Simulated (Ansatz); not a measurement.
Total energies of (SiH3)3N (Si₃NH₉) from Ansatz at PBE-D4/def2-TZVP, gas phase (1 Eh = 27.2114 eV = 2625.5 kJ/mol). The reference geometry is relaxed at PBE0-D4/def2-SVP.

| state | geometry | energy (Eh) |
| --- | --- | --- |
| charge 0 singlet | reference | -928.21052 |
| charge 1 doublet | reference | -927.87484 |
| charge 1 doublet | relaxed at PBE0-D4/def2-SVP | -927.88401 |
| free N atom (quartet) | – | -54.53214 |
| free Si atom (triplet) | – | -289.22285 |
| free H atom (doublet) | – | -0.49962 |

(1) Work out the vertical ionisation energy to the doublet.

(2) How much does the charge 1 doublet relax, and what is the adiabatic ionisation energy?

(3) What is the binding energy per atom against free atoms?

(1) E(charge 1 doublet) − E(charge 0 singlet) = -927.87484 − (-928.21052) = 0.33568 Eh = 9.13 eV. For comparison, −ε of the highest occupied level is 6.36 eV at this level, 2.77 eV less.

(2) Relaxation: -927.87484 − (-927.88401) = 0.00917 Eh = 0.25 eV. Adiabatic ionisation energy: 0.32651 Eh = 8.88 eV, without zero-point energy. 

(3) Atoms: 1 × (-54.53214) + 3 × (-289.22285) + 9 × (-0.49962) = -926.69727 Eh. Binding: -926.69727 − (-928.21052) = 1.51325 Eh = 41.18 eV, or 3.17 eV for each of 13 atoms (no zero-point energy, no counterpoise term).
